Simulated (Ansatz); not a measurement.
Al(F)(Br)(OMe) (CH₃AlBrFO), SMILES C[O][Al]([F])[Br].

Coordinates come from a B3LYP-D3(BJ)/def2-SVP optimisation. The structure was generated by enumeration; whether it is a known compound was not checked. The values are those of a single conformer.

Two levels are set side by side: PBE/def2-SVPD (Ansatz, an electronic-structure program) and CAM-B3LYP/def2-SVPD (Ansatz). Energy differences of separate SCF runs at the same geometry; the states with an electron removed or added have multiplicity 2 and 2. Differences are taken from unrounded values.

```tsv
quantity	CAM-B3LYP
vertical ionisation energy (eV)	11.11
vertical singlet–triplet gap (eV)	6.32
```

**Question.** What does PBE give, and how far is it from CAM-B3LYP? (The exact figures need the calculation; the answer reports its results.)

**Answer.** 
```json
[
 {"quantity": "vertical ionisation energy (eV)", "PBE": "10.30", "PBE minus CAM-B3LYP": "-0.81"},
 {"quantity": "vertical singlet–triplet gap (eV)", "PBE": "5.34", "PBE minus CAM-B3LYP": "-0.98"}
]
```
